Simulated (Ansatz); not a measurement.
The cluster Cd₂SF₂, 5 atoms. Hardware: 4 threads of Arm Neoverse V1 on a shared host.

In the def2 sets Cd takes a core potential; there is no spin–orbit coupling. Correlated methods freeze 7 core orbitals; core or outer-core shells of Cd are correlated, in sets that lack core-valence functions.

(1) How many basis functions does each of these Ansatz runs have, and roughly what does it cost? B3LYP-D4/def2-TZVP, charge 0 singlet, energy, from earlier orbitals; HF/STO-3G, charge 0 singlet, energy; PBE0-D4/def2-SVP, charge 0 singlet, relaxation, 6 steps; r2SCAN-D4/def2-TZVP, charge 1 doublet at the geometry of the charge 0 singlet, energy, from earlier orbitals; PBE0-D4/def2-SVP, charge 1 doublet at the geometry of the charge 0 singlet, energy with a search over starts; PBE0-D4/def2-SVP, charge 0 singlet, frequencies; r2SCAN-D4/def2-TZVPD, charge 0 singlet, energy, from earlier orbitals; PBE0-D4/def2-TZVP, charge 0 triplet at the geometry of the charge 0 singlet, energy; CCSD(T)/def2-SVP, charge 0 singlet, energy, from earlier orbitals; PBE-D4/def2-TZVPD, charge -1 doublet at the geometry of the charge 0 singlet, energy, from earlier orbitals; r2SCANh-D4/def2-TZVP, charge 0 singlet, energy, from earlier orbitals; CAM-B3LYP-D4/def2-TZVP, charge 0 singlet, energy, from earlier orbitals.

Answers

(1) Other jobs shared the machine, so times can vary by a factor of up to 3. A dash marks memory too small to be measured apart from the calling script's.

```json
{"run": "HF/STO-3G, charge 0 singlet, energy", "functions": "73", "fitting or Cholesky vectors": "956", "wall time": "0.65 s", "peak host memory (GiB)": "–"}
{"run": "B3LYP-D4/def2-TZVP, charge 0 singlet, energy, from earlier orbitals", "functions": "179", "fitting or Cholesky vectors": "1379", "wall time": "2.7 s", "peak host memory (GiB)": "–"}
{"run": "CAM-B3LYP-D4/def2-TZVP, charge 0 singlet, energy, from earlier orbitals", "functions": "179", "fitting or Cholesky vectors": "1353", "wall time": "2.9 s", "peak host memory (GiB)": "–"}
{"run": "PBE0-D4/def2-SVP, charge 1 doublet at the geometry of the charge 0 singlet, energy with a search over starts", "functions": "108", "fitting or Cholesky vectors": "1070", "wall time": "3.9 s", "peak host memory (GiB)": "–"}
{"run": "PBE-D4/def2-TZVPD, charge -1 doublet at the geometry of the charge 0 singlet, energy, from earlier orbitals", "functions": "206", "fitting or Cholesky vectors": "1425", "wall time": "4.5 s", "peak host memory (GiB)": "–"}
{"run": "r2SCANh-D4/def2-TZVP, charge 0 singlet, energy, from earlier orbitals", "functions": "179", "fitting or Cholesky vectors": "1311", "wall time": "5.5 s", "peak host memory (GiB)": "–"}
{"run": "PBE0-D4/def2-TZVP, charge 0 triplet at the geometry of the charge 0 singlet, energy", "functions": "179", "fitting or Cholesky vectors": "1423", "wall time": "5.5 s", "peak host memory (GiB)": "0.66"}
{"run": "r2SCAN-D4/def2-TZVPD, charge 0 singlet, energy, from earlier orbitals", "functions": "206", "fitting or Cholesky vectors": "1425", "wall time": "6.5 s", "peak host memory (GiB)": "–"}
{"run": "r2SCAN-D4/def2-TZVP, charge 1 doublet at the geometry of the charge 0 singlet, energy, from earlier orbitals", "functions": "179", "fitting or Cholesky vectors": "1311", "wall time": "9.5 s", "peak host memory (GiB)": "–"}
{"run": "PBE0-D4/def2-SVP, charge 0 singlet, relaxation, 6 steps", "functions": "108", "fitting or Cholesky vectors": "1140", "wall time": "15 s", "peak host memory (GiB)": "–"}
{"run": "CCSD(T)/def2-SVP, charge 0 singlet, energy, from earlier orbitals", "functions": "108", "fitting or Cholesky vectors": "1070", "wall time": "24 s", "peak host memory (GiB)": "0.72"}
{"run": "PBE0-D4/def2-SVP, charge 0 singlet, frequencies", "functions": "108", "fitting or Cholesky vectors": "1139", "wall time": "40 s", "peak host memory (GiB)": "–"}
```
